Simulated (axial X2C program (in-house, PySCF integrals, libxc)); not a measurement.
Testing model relations on TeH

A bond curve at the CCSD(T) level, with spin–orbit coupling, was computed with an in-house all-electron X2C program for linear molecules (integrals from PySCF) (basis Te dyall-cv3z [11s12p8d4f1g], H dyall-v3z [6s2p1d] (cores contracted in-house)) for the state Ω = 3/2 (⟨Sz⟩ = 0.50, ⟨Lz⟩ = 1.00 at HF). Its fit gives Re = 1.6668 Å, ωe = 2109.6 cm⁻¹, ωexe = 36.8 cm⁻¹ and αe = 1.622e-01 cm⁻¹; the masses are 129.9062 and 1.0078 u. Two-component means X2C with spin–orbit coupling and atomic mean-field Coulomb and Gaunt terms.

Correlated methods: 7 electrons correlated (number of frozen shells: Te 4 s, 3 p, 2 d; H none), 179 virtual spin orbitals or spinors in MP2, 80 natural virtuals in coupled cluster.

Task: Find the reduced mass, Be and the force constant.

Result: From the CCSD(T) values: μ = 1.0000 u. Be = 16.8576/(μ Re²) = 6.068 cm⁻¹. k = 5.8918×10⁻⁷ μ ωe² = 2.62 mdyn/Å.

Task: Estimate De from a Morse curve and compare with the computed well depth of 2.809 eV to Te + H.

Result: De(Morse) = ωe²/(4ωexe) = 3.749 eV against 2.809 eV computed, a ratio of 1.33. The extrapolation overshoots: the well softens faster than a Morse curve, or the lowest atomic limit lies below the one to which the curve heads.

Task: Estimate the centrifugal constant by the Kratzer relation.

Result: D = 4Be³/ωe² = 2.01e-04 cm⁻¹.

Task: A Morse curve ties αe to the other constants (Pekeris). How well does that hold?

Result: αe(Morse) = 6Be²/ωe × (√(ωexe/Be) − 1) = 1.532e-01 cm⁻¹; the CCSD(T) curve gives 1.622e-01 cm⁻¹, a ratio of 0.94.

Task: Where do the fundamental and the first overtone lie?

Result: ν(1←0) = ωe − 2ωexe = 2036.0 cm⁻¹; ν(2←0) = 2ωe − 6ωexe = 3998.4 cm⁻¹.

One determinant describes the state; a PBE0 search over occupations chose it and may have missed a lower one. De is counted from the lowest determinant-based energies of the atoms at the same level, without counterpoise correction. CCSD and (T) use frozen natural virtuals with an MP2 correction for the truncation; (T) itself is uncorrected, so its De runs slightly low. With the outer-core shells frozen, correlated bond lengths of heavy atoms tend to come out a few hundredths of an ångström too long.
